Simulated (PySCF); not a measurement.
Compound: C4H6OSSi.
Z-matrix (Å and degrees, GFN2-xTB geometry), rows numbered from 1:
```
O 
C   1  1.2025
C   2  1.4734  1  124.86
Si  3  1.9525  2  108.16  1    87.88
C   4  1.8664  3   94.34  2   121.46
C   5  1.3373  4  115.97  3    -0.32
S   6  1.7362  5  121.63  4     0.30
H   2  1.1080  1  121.35  3   176.88
H   3  1.0886  2  110.60  1   -32.03
H   4  1.4622  3  110.03  2     3.24
H   4  1.4635  3  107.92  2  -119.30
H   5  1.0777  4  124.43  3   179.48
H   6  1.0786  5  125.11  4  -179.89
```

Probes without a nucleus sit at each ring's centroid and 1 Å off its mean plane on both sides; NICS is minus the shielding there, NICSzz its component along the normal. Level: GIAO PBE0/pcSseg-1 (PySCF, non-relativistic, gas phase) on the GFN2-xTB geometry, one conformer.

Ring bond lengths (Å), with Mayer bond orders in brackets: C3–Si4 1.952 (0.74), Si4–C5 1.866 (0.91), C5–C6 1.337 (1.82), C6–S7 1.736 (1.07), S7–C3 1.819 (0.98).

Question: Give the NICS values of each ring in ppm.

Answer: 
```tsv
ring	type	NICS(0)	NICS(1), two faces	NICS(1)zz, two faces	rms pucker (Å)	centre to ring atoms, mean (Å)
C3–Si4–C5–C6–S7	5-membered ring with S and Si; formal bonds 1 double, 4 single	-4.6	-2.7 / -3.1	-1.2 / -1.6	0.00	1.47
```

Question: What do they say, and how far can they be read as aromaticity?

Answer: 
- C3–Si4–C5–C6–S7: mean NICS(1)zz -1.4 ppm, near zero. C3, Si4 have four or more neighbours, so the value isn't read as a sign of a π ring current.

Question: What is the mean of the two in-plane components of NICS at the first NICS(1) probe listed for ring C3–Si4–C5–C6–S7, 1 Å off the ring?

Answer: The isotropic value is a third of the trace: (3 × -2.7 − (-1.2))/2 = -3.5 ppm.

Question: List the ring angles and the Hirshfeld charges of the ring atoms.

Answer: 
- C3–Si4–C5–C6–S7: C3 109.0° (-0.120 e), Si4 94.3° (+0.362 e), C5 116.0° (-0.175 e), C6 121.6° (-0.049 e), S7 99.0° (+0.045 e); sum 540.0° against 540° for a flat convex ring.

Question: What are the shieldings of the ring atoms and their hydrogens in the same run (means over atoms taken as equivalent)?

Answer: 
```csv
atoms,environment,σ isotropic (ppm)
C3,sp3 carbon bound to sulfur,140.7
Si4,SiH2 silicon,358.4
C5,alkene CH carbon,71.8
C6,alkene CH carbon,24.1
S7,sulfide sulfur,390.8
H9,methine hydrogen,27.92
H10,Si–H hydrogen,26.68
H11,Si–H hydrogen,26.42
H12,vinylic hydrogen,26.17
H13,vinylic hydrogen,24.55
```
